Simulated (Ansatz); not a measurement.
# One elementary step

Start structure (SiNH7ClF, closed shell), relaxed at PBE0-D4/def2-TZVP:

Si1  (-1.020, 0.487, -0.531)
Cl2  (0.505, -1.408, -1.461)
H3  (-0.924, 0.950, -1.925)
H4  (-1.679, 1.645, 0.176)
H5  (-1.828, -0.670, -0.114)
H6  (0.717, -0.121, 1.047)
N7  (0.588, 0.703, 0.432)
H8  (0.778, -1.945, 0.331)
F9  (0.880, -1.856, 1.297)
H10  (0.618, 1.562, 0.974)
H11  (1.365, 0.654, -0.227)
(Å)

The step: SiH₃Cl ([SiH3][Cl]) + NH₃ + HF → SiNH₅ ([NH2][SiH3]) + HCl + HF; bonds formed: Cl2–H8, H6–F9; bonds broken: Si1–Cl2, H6–N7, H8–F9. Program: Ansatz 0.2.0. Basis: def2-TZVPP and def2-QZVPP. Cores are frozen in the correlated methods. Extrapolation: Hartree–Fock as exp(−7.88 √X), correlation as X^−2.97. Energies below are by CCSD(T) at an estimated basis limit (MP2 extrapolated from triple and quadruple zeta, plus CCSD(T) − MP2 in triple zeta).

**Question.** What are the electronic barrier and the energy of the step, from the start structure to the end structure? (An estimate is asked for; the value comes from the calculation.)

**Answer.** The calculation gives: Barrier 6.80 kcal/mol; step energy -0.49 kcal/mol (downhill); reverse barrier, their difference, 7.29 kcal/mol. Barrier and step energy count from the start structure, the reverse barrier from the end structure.

The saddle point: One imaginary mode of 718i cm⁻¹.
```csv
pair,start (Å),saddle (Å),end (Å)
Cl2–H8,1.89,1.46,1.31
H6–F9,1.76,1.23,0.99
Si1–Cl2,2.60,3.30,4.43
H6–N7,1.04,1.20,1.56
H8–F9,0.98,1.25,1.75
```

Zero-point energy (harmonic, PBE0-D4): ZPE is 49.37 kcal/mol at the start and 44.92 kcal/mol at the saddle, so the barrier goes from 6.80 to 2.35 kcal/mol.

T1 diagnostic: at most 0.011.

Labels in which every atom is bracketed show which atoms are joined, not bond orders.

For scale, one of the runs: CCSD(T)/def2-TZVPP, 244 basis functions, launched by `ansatz run in.yaml --threads 4 --pin off --events-out ev --progress --plain --max-ram 9574MiB`. Time: 110 s of wall clock on 4 CPU threads of an Arm Neoverse V2; the host was shared. Peak host memory: 4.8 GiB.
